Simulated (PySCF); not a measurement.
C₂H₇AlN₂.
Numbering: `[CH2:1]1[CH2:2][NH:3][AlH:4][NH:5]1` (hydrogens: H6, H7 on C1; H8, H9 on C2; H10 on N3; H11 on Al4; H12 on N5)

The closed-shell ground state was solved at several levels (PySCF, density fitting, gas phase, non-relativistic). Geometry: PBE0-D3(BJ)/def2-SVP, one conformer, isolated molecule.

```json
{"level": "PBE0/pcSseg-0", "basis functions": "63", "HOMO (eV)": "-5.62", "LUMO (eV)": "0.50", "gap (eV)": "6.12", "dipole (D)": "0.77"}
{"level": "KT3/pcSseg-2", "basis functions": "285", "HOMO (eV)": "-4.76", "LUMO (eV)": "-0.77", "gap (eV)": "3.99", "dipole (D)": "0.19"}
{"level": "wB97X-D/pcSseg-2", "basis functions": "285", "HOMO (eV)": "-7.84", "LUMO (eV)": "1.45", "gap (eV)": "9.29", "dipole (D)": "0.22"}
{"level": "CAM-B3LYP/pcSseg-2", "basis functions": "285", "HOMO (eV)": "-7.36", "LUMO (eV)": "0.71", "gap (eV)": "8.07", "dipole (D)": "0.20"}
{"level": "B3LYP/pcSseg-2", "basis functions": "285", "HOMO (eV)": "-5.76", "LUMO (eV)": "-0.30", "gap (eV)": "5.46", "dipole (D)": "0.23"}
{"level": "PBE0/cc-pVTZ", "basis functions": "252", "HOMO (eV)": "-5.90", "LUMO (eV)": "0.03", "gap (eV)": "5.93", "dipole (D)": "0.28"}
{"level": "PBE0/cc-pVDZ", "basis functions": "109", "HOMO (eV)": "-5.72", "LUMO (eV)": "0.19", "gap (eV)": "5.91", "dipole (D)": "0.34"}
{"level": "B97-2/pcSseg-2", "basis functions": "285", "HOMO (eV)": "-5.71", "LUMO (eV)": "-0.08", "gap (eV)": "5.63", "dipole (D)": "0.20"}
{"level": "PBE0/6-311+G(2d,p)", "basis functions": "185", "HOMO (eV)": "-5.98", "LUMO (eV)": "-0.19", "gap (eV)": "5.79", "dipole (D)": "0.25"}
{"level": "PBE/pcSseg-2", "basis functions": "285", "HOMO (eV)": "-4.69", "LUMO (eV)": "-0.79", "gap (eV)": "3.90", "dipole (D)": "0.34"}
{"level": "KT2/pcSseg-2", "basis functions": "285", "HOMO (eV)": "-4.78", "LUMO (eV)": "-0.83", "gap (eV)": "3.95", "dipole (D)": "0.29"}
{"level": "LC-wPBE/pcSseg-2", "basis functions": "285", "HOMO (eV)": "-8.71", "LUMO (eV)": "1.69", "gap (eV)": "10.40", "dipole (D)": "0.21"}
```

Question: What might HF/pcSseg-2 (285 basis functions) give for the same quantities?

Answer: HOMO -9.14 eV, LUMO 2.07 eV, gap 11.21 eV, dipole 0.02 D.

Question: Over all these levels, which gives the widest orbital gap and which the narrowest?

Answer: HF/pcSseg-2 (Hartree–Fock, all exact exchange) has the widest, 11.21 eV, and PBE/pcSseg-2 (GGA) the narrowest, 3.90 eV. The two share the basis. From the narrowest to the widest the HOMO moves by -4.45 eV and the LUMO by +2.86 eV.

Question: How much does the basis alone move the frontier levels among the 4 PBE0 rows?

Answer: The HOMO by 0.36 eV and the LUMO by 0.69 eV. By rising basis size (HOMO, LUMO in eV): pcSseg-0 -5.62, 0.50; cc-pVDZ -5.72, 0.19; 6-311+G(2d,p) -5.98, -0.19; cc-pVTZ -5.90, 0.03.

Question: In the pcSseg-2 basis, how does the gap go with the fixed share of exact exchange?

Answer: PBE (0 %) 3.90 eV; KT2 (0 %) 3.95 eV; KT3 (0 %) 3.99 eV; B3LYP (20 %) 5.46 eV; B97-2 (21 %) 5.63 eV; HF (100 %) 11.21 eV. Each rise in the share widens the gap here.

Question: How far do the dipole and the HOMO energy spread over the levels?

Answer: The dipole runs from 0.02 to 0.77 D (mean 0.27 D) and the HOMO from -9.14 to -4.69 eV.
